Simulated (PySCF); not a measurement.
CH₉NSi₄, SMILES [SiH3][SiH2][Si@H]1C=N[SiH2]1. Atoms are numbered in the order given.

```xyz
15

Si     1.6172     1.2081    -1.4392
Si     1.6748    -0.9233    -0.4448
Si    -0.2312    -1.0519     0.9257
C     -0.6442     0.7017     1.6456
N     -1.6504     1.2001     1.0122
Si    -2.1899    -0.1697    -0.0458
H      0.2970     1.4041    -2.1060
H      2.7016     1.3667    -2.4524
H      1.7811     2.2468    -0.3814
H      1.6230    -1.9922    -1.4885
H      2.9338    -1.0948     0.3432
H     -0.2071    -2.2188     1.8624
H     -0.1243     1.2985     2.4219
H     -2.2644     0.1855    -1.4914
H     -3.5152    -0.6931     0.3901
```
Charge 0, spin multiplicity 1.

Geometry: B3LYP-D3(BJ)/def2-SVP. The structure was generated by enumeration; whether it is a known compound was not checked. Other conformers were not sampled.

All values below come from PySCF with KT2/pcSseg-1.

GIAO shieldings, no solvent; atoms listed in one row are averaged. δ = σ(ref) − σ: ²⁹Si against TMS (σ = 361.9 ppm); ¹³C against TMS (σ = 185.1 ppm); ¹⁵N against NH3 (σ = 266.2 ppm); ¹H against TMS (σ = 31.47 ppm), references at their B3LYP-D3(BJ)/def2-TZVP geometries, non-relativistic.

Computed chemical shifts:
```tsv
nucleus	atoms	count	δ (ppm)
²⁹Si	Si3	1	-22.3
²⁹Si	Si6	1	-22.9
²⁹Si	Si1	1	-107.7
²⁹Si	Si2	1	-117.8
¹³C	C4	1	206.2
¹⁵N	N5	1	516.1
¹H	H13	1	10.14
¹H	H12	1	6.65
¹H	H14	1	6.00
¹H	H15	1	5.81
¹H	H11	1	4.11
¹H	H7, H8, H9	3	4.02
¹H	H10	1	3.90
```
